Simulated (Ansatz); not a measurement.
Species: benzodifurandione `O=C1Cc2cc3c(cc2O1)CC(=O)O3` with one electron removed (charge 1, multiplicity 2).

Question: Give a relaxed geometry from B3LYP-D3(BJ)/def2-SVP (Ansatz, a quantum-chemistry and plane-wave program).

Answer: the end point of this relaxation (outside a Z-matrix the atoms follow the SMILES, hydrogens last).
Cartesian coordinates (Å) in one orientation:
```xyz
20

O      4.410    -0.779    -0.769
C      3.324    -0.492    -0.438
C      2.763     0.314     0.721
C      1.285     0.262     0.510
C      0.230     0.792     1.210
C     -1.056     0.519     0.683
C     -1.285    -0.262    -0.510
C     -0.230    -0.793    -1.210
C      1.056    -0.519    -0.683
O      2.172    -0.950    -1.229
C     -2.763    -0.314    -0.721
C     -3.324     0.492     0.438
O     -4.410     0.779     0.769
O     -2.172     0.950     1.229
H      3.092    -0.137     1.673
H      3.180     1.335     0.692
H      0.341     1.389     2.116
H     -0.341    -1.390    -2.116
H     -3.181    -1.335    -0.692
H     -3.092     0.137    -1.673
```
